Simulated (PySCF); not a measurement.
A run for PySCF: R-M06-2X/def2-TZVPP on C2H6BN (SMILES C=CBN), a point of a torsion scan.

```python
from pyscf import gto, dft

mol = gto.M(
    atom='''
    C     1.41035171    0.50270209    0.31349807
    C     0.79087226   -0.59832171   -0.09924006
    B    -0.73488495   -0.67435093   -0.43057907
    N    -1.66236551    0.24091169    0.09022900
    H     0.87132887    1.41228779    0.53435914
    H     2.48218738    0.56557985    0.43012388
    H     1.41349387   -1.46163164   -0.31196281
    H    -1.09562689   -1.36848117   -1.30990558
    H    -2.24186874    0.81722829   -0.49384860
    H    -1.34792682    0.80411345    0.87131616
    ''',
    basis='def2-tzvpp',
    charge=0, spin=0, verbose=4, max_memory=1800)
mf = dft.RKS(mol, xc='m062x').density_fit(auxbasis='def2-universal-jkfit')
mf.grids.level = 4
mf.conv_tol = 1e-9
mf.max_cycle = 150
mf.kernel()
mf.dip_moment()
```

Problem. Predict the final total energy.

Solution. -159.4190 hartree.
